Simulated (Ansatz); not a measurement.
`[OH][Ge]([OH])([OH])[OH]` + `[F][SnH]([F])[SiH3]` → `[OH][GeH]([OH])[OH]` + `[OH][Sn]([F])([F])[SiH3]`  (redistribution)

Calculated with Ansatz (gas phase, PBE0-D4/def2-TZVP geometries, no zero-point term in ΔE). CCSD(T)/CBS is the MP2 limit (def2-TZVPP, def2-QZVPP) plus CCSD(T) − MP2 in def2-TZVPP, frozen cores. Functionals use def2-TZVPP. B3LYP here is the variant with VWN-RPA as its local correlation; programs differ in this. Elements past krypton have def2 core potentials. For Ge, Sn outer-core shells are correlated without core-valence functions, which leaves a few kJ/mol of doubt a bond. Scalar relativity is left out up to krypton. One conformer a species, not always the lowest.

```tsv
level	ΔE (eV)
B3LYP-D4	0.11
RPA@PBE/def2-TZVPP	0.17
```

Task: What does CCSD(T)/CBS give? (An estimate is asked.)

Result: Computed: +0.09 eV. The listed levels differ from it by 0.02, 0.08 eV.

Largest T1 diagnostic among the species: 0.015.

In def2-TZVPP, CCSD(T) changes the Hartree–Fock value by −0.06 eV (the triples alone add −0.02 eV) and MP2 by −0.10 eV. At CCSD(T), def2-SVP lies +0.14 eV from the extrapolated value and def2-TZVPP +0.09 eV.
